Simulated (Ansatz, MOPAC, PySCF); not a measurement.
Noncovalent pair: HCl (SMILES Cl) (first 2 atoms) with AsH3 (SMILES [AsH3]); geometry from B3LYP-D3(BJ)/def2-TZVP.
(charge 0, multiplicity 1):
```xyz
6

Cl     0.45832    -1.35212     0.35969
H     -0.71681    -0.95719     0.68776
As     0.15060     0.83473     3.52482
H     -0.73361    -0.40736     3.47267
H     -0.46807     1.39964     2.24989
H     -0.85594     1.57593     4.40157
```

Interaction energies are E(AB) − E(A) − E(B) at the monomers' geometry in the complex; basis-set methods are counterpoise corrected.

Cores are frozen in the correlated methods. Filled d and f shells under p-block atoms count as core. The state reached by PM3 isn't checked.

Codes used: Ansatz (Gaussian orbitals); MOPAC for PM3 (differences of heats of formation); PySCF for the dispersion terms. 

Q: One of these levels gives 130.0 meV for the interaction energy. Name it.
A. PM3
B. r2SCAN-D3(BJ)/def2-TZVPPD
C. SCS-MP2/def2-TZVPPD

A: A, PM3. The others give -38.3 (r2SCAN-D3(BJ)/def2-TZVPPD), -17.3 (SCS-MP2/def2-TZVPPD)

Ansatz is a quantum-chemistry and plane-wave program.
